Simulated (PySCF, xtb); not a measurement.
C4H8Se, SMILES C=CCC[SeH]. The values are those of a single conformer.

Harmonic wavenumbers (cm⁻¹) from GFN2-xTB run with xtb 6.7.1 at its own minimum, in rising order: 66, 79, 173, 190, 267, 427, 563, 646, 687, 781, 898, 930, 962, 1023, 1057, 1063, 1169, 1197, 1242, 1280, 1311, 1414, 1435, 1471, 1717, 2046, 2951, 2965, 2968, 2976, 3055, 3100, 3128.

### Question
What does PBE-D3(BJ)/def2-SVP in PySCF give at its own minimum? (The exact figures need the calculation; the answer reports its results.)

### Answer
80, 90, 174, 203, 271, 417, 570, 652, 691, 788, 901, 910, 934, 993, 1027, 1057, 1157, 1175, 1244, 1262, 1280, 1378, 1393, 1408, 1672, 2348, 2965, 3001, 3019, 3059, 3067, 3070, 3166. Paired by order, the mean absolute difference is 31 cm⁻¹ and the zero-point energies are 64.7 and 64.9 kcal/mol.
